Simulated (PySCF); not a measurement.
Delta-SCF ions had no search for a lower state. 

Cartesian coordinates (Å):
```xyz
8

O      2.0058     1.3655     0.1076
Si     1.2705    -0.0073     0.0922
Si    -1.1037     0.1139    -0.0834
H      1.5888    -0.9710    -1.0353
H      1.4180    -0.9057     1.3057
H     -1.7822    -1.2253    -0.1067
H     -1.6132     0.7923    -1.3160
H     -1.7841     0.8376     1.0358
```
Charge -1, spin multiplicity 1.

Q: Give the vertical detachment energy (Delta-SCF), total energy and HOMO at the level TPSSh-D3(BJ)/def2-TZVPD // CAM-B3LYP-D3(BJ)/def2-TZVPD in PySCF 2.14.0.

A: 
```
Item                                           Value
--------------------------------------  ------------
vertical detachment energy (Delta-SCF)       3.37 eV
total energy                            -657.3830 Ha
HOMO                                        -0.90 eV
```
